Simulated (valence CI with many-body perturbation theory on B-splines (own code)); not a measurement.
**Hf65+: key properties**

Computed by valence CI with perturbative core correlation (CI+MBPT): five valence electrons over a frozen Dirac-Fock core [He], a basis of 11 s, 11 p, 10 d, 8 f, 5 g, 2 h functions for each j, with the one-electron correlation potential Σ1 (screened to all orders), the two-electron term Σ2, the three-electron term Σ3, Breit, model QED; selected single and double excitations, second order for the rest, scaled by the run's own slope (own B-spline code, finite nucleus).

No measured spectrum was set against this ion. As an estimate, large intervals hold to a few tenths of a per cent, small ones and those within an open d or f shell to about a per cent. Among the levels kept, up to 7400 cm⁻¹ of a level comes from second order outside the variational space, and about a tenth of that is noise between levels of different J, which matters for small intervals.

Levels are named by their leading jj configuration (3d3/2^4 stands for four electrons in 3d with j = 3/2), which in mixed levels can hold well under half, so a name can repeat and another be missing.

Rates and lifetimes use the calculated energies. Strong lines usually hold to 10 to 20 %, long lifetimes can be off by a factor of two.

(1) What is the ground level?

(2) Among levels below 12064 eV, which E1 lines absorb most strongly from the ground level?

(3) What is the ionisation energy?

(4) Name the longest-lived excited levels whose lifetime is computed, and their main decay.

(5) Where does the other parity begin?

## Answers

(1) (2s^2 2p1/2^2 2p3/2) J=3/2, composition 49 % 2s2 2p3 2P° + 27 % 2s2 2p3 2D° + 24 % 2s2 2p3 4S°, g = 1.316.

(2) to (2s^2 2p1/2^2 3d5/2) J=5/2 at 0.1377 nm, f = 0.548; to (2s^2 2p1/2 2p3/2 3d3/2) J=5/2 at 0.1219 nm, f = 0.508; to (2s^2 2p1/2 2p3/2 3d3/2) J=3/2 at 0.1219 nm, f = 0.299.

(3) 15679 eV; NIST lists 15680 ± 30 eV (theoretical).

(4) (2s^2 2p1/2 2p3/2^2) J=5/2 at 1244 eV lives 342 ps, mostly by M1 to (2s^2 2p1/2^2 2p3/2) J=3/2; (2s^2 2p1/2 2p3/2^2) J=1/2 at 1294 eV lives 104 ps, mostly by M1 to (2s^2 2p1/2^2 2p3/2) J=3/2; (2s^2 2p1/2 2p3/2^2) J=3/2 at 1221 eV lives 58.5 ps, mostly by M1 to (2s^2 2p1/2^2 2p3/2) J=3/2.

(5) At (2s 2p1/2^2 2p3/2^2) J=5/2, 1553 eV.
